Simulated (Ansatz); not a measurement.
A structure relaxed at PBE0-D4/def2-TZVP, charge 0, multiplicity 2:

Cartesian coordinates in Å:
```
C -1.572 0.160 1.000
C -0.611 0.029 0.278
Sn 0.910 -0.254 -1.113
H -2.406 0.281 1.653
H 1.717 1.245 -1.317
H 1.962 -1.461 -0.500
```

(1) Give its formula and SMILES.

(2) Point group (tolerance 0.08 Å, 0.16 Å for H)?

(3) Summarise the bond lengths by kind.

Results:

(1) C2H3Sn, `C#[C][SnH2]`.

(2) Cs.

(3) 1 × C–C 1.209 Å; 1 × C–H 1.066 Å; 1 × C–Sn 2.081 Å; 2 × H–Sn 1.714 Å.

Program: Ansatz 0.2.0.
